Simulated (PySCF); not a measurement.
# EPR parameters of C8H7O

Species: C8H7O (doublet state).
Structure used (GFN2-xTB), in Å, numbered top down from 1:
```
atom  x, y, z in Å
C1    -1.0946   -1.8782   -0.4112
C2    -0.2404   -0.8288   -0.1786
C3     1.1698   -1.0689   -0.2061
C4     2.0801   -0.0748    0.0162
C5     1.6494    1.2293    0.2869
C6     0.2973    1.5034    0.3289
C7    -0.6613    0.5197    0.1000
C8    -2.0607    0.9244    0.1523
O9    -2.4421    2.0449    0.4114
H10   -0.7010   -2.8592   -0.6112
H11   -2.1632   -1.7815   -0.4042
H12    1.5033   -2.0759   -0.4107
H13    3.1380   -0.2914   -0.0142
H14    2.3717    2.0119    0.4600
H15   -0.0575    2.5023    0.5385
H16   -2.7965    0.1317   -0.0696
```

The hyperfine couplings belong to this conformer and change with its torsions.

Identity: `c1cccc(C=O)c1[CH2]` [radical].

Computed with PySCF, UKS B3LYP, pcH-1 on C H O, non-relativistic, mean-field spin-orbit, GIAO. One conformer (not necessarily the lowest) at the GFN2-xTB geometry, without solvent, vibrations or thermal averaging. A GFN2-xTB geometry isn't a minimum of the functional, and hyperfine couplings can be far from their values at a DFT geometry. Stability of the SCF solution: not tested. ⟨S²⟩ is 0.782 where a pure state has 0.75.

```
g1, g2, g3                      : 2.00216, 2.00317, 2.00379
g_iso                           : 2.00304
Form of g                       : rhombic: the two nearest values differ by 38 % of g3 − g1
⟨S²⟩                            : 0.7823 (exact 0.7500)
α and β electrons               : 32, 31
HOMO–LUMO gap, α and β orbitals : 3.80, 3.84 eV
Total energy                    : -384.26234 Eh
```

Hyperfine couplings atom by atom, in 10⁻⁴ cm⁻¹; T1 to T3 are the principal values of the dipolar part; ρ(0) is the spin density at the nucleus (1 × 10⁻⁴ cm⁻¹ = 2.998 MHz):

| atom | isotope | a_iso | T1 | T2 | T3 | Mulliken spin population | ρ(0) (bohr⁻³) |
| --- | --- | --- | --- | --- | --- | --- | --- |
| C1 | 13C | 18.8 | -18.3 | -17.9 | 36.2 | 0.71 | 0.0502 |
| C2 | 13C | -13.6 | -7.1 | 2.9 | 4.3 | -0.20 | -0.0362 |
| C3 | 13C | 7.8 | -6.1 | -6.0 | 12.2 | 0.24 | 0.0208 |
| C4 | 13C | -7.0 | -5.3 | 2.4 | 2.9 | -0.13 | -0.0185 |
| C5 | 13C | 8.1 | -7.2 | -6.7 | 13.9 | 0.28 | 0.0216 |
| C6 | 13C | -6.9 | -4.9 | 2.1 | 2.8 | -0.12 | -0.0184 |
| C7 | 13C | 8.2 | -6.4 | -6.3 | 12.8 | 0.26 | 0.0218 |
| C8 | 13C | -3.8 | -1.0 | 0.1 | 0.9 | -0.03 | -0.0103 |
| O9 | 17O | -1.8 | -7.9 | 3.9 | 4.0 | 0.08 | 0.0087 |
| H10 | 1H | -14.4 | -8.4 | -0.4 | 8.8 | -0.03 | -0.0097 |
| H11 | 1H | -14.4 | -8.5 | -0.3 | 8.8 | -0.03 | -0.0097 |
| H12 | 1H | -5.1 | -1.9 | -0.8 | 2.7 | -0.01 | -0.0034 |
| H13 | 1H | 2.2 | -0.7 | -0.4 | 1.2 | 0.00 | 0.0015 |
| H14 | 1H | -6.0 | -3.5 | -0.1 | 3.6 | -0.01 | -0.0040 |
| H15 | 1H | 2.1 | -0.8 | -0.4 | 1.3 | 0.00 | 0.0014 |
| H16 | 1H | -0.2 | -1.0 | -0.4 | 1.4 | 0.00 | -0.0001 |

The largest Mulliken spin populations are on C1 (+0.71), C5 (+0.28), C7 (+0.26) and C3 (+0.24). Four atoms exceed +0.15. The angles at C1 add up to 360.0°, so it is planar; its axial dipolar tensor and the negative couplings of its protons fit spin in a p orbital normal to that plane.

Axes: g1 is normal to the molecular plane, g2 points within 14° of the C6–C7 bond and g3 points within 12° of the C1–H10 bond.

Under fast tumbling the dipolar parts average out, and these isotropic splittings remain: 1 × 1H (H11, I = 1/2, 2 lines) with 1.54 mT, 1 × 1H (H10, I = 1/2, 2 lines) with 1.54 mT, 1 × 1H (H14, I = 1/2, 2 lines) with 0.64 mT, 1 × 1H (H12, I = 1/2, 2 lines) with 0.55 mT, 1 × 1H (H13, I = 1/2, 2 lines) with 0.24 mT and 1 × 1H (H15, I = 1/2, 2 lines) with 0.22 mT.

H10 and H11 aren't averaged: C1 is flat or nearly so (angle sum 360°), and its turn about the short C1–C2 bond (1.37 Å) is taken as slow.

The 17O coupling of O9 (-5.3 MHz) shows only in satellite lines or after enrichment, since that isotope makes up about 0.038 % of natural oxygen.

The 13C coupling of C1 (56.4 MHz) shows only in satellite lines or after enrichment, since that isotope makes up about 1.07 % of natural carbon.

Time: 1.8 min (grids of density and orbitals included); peak memory 0.97 GiB. Hardware: one thread of an Arm Neoverse V1, no GPU, shared host with 32 logical CPUs at a one-minute load of 26.
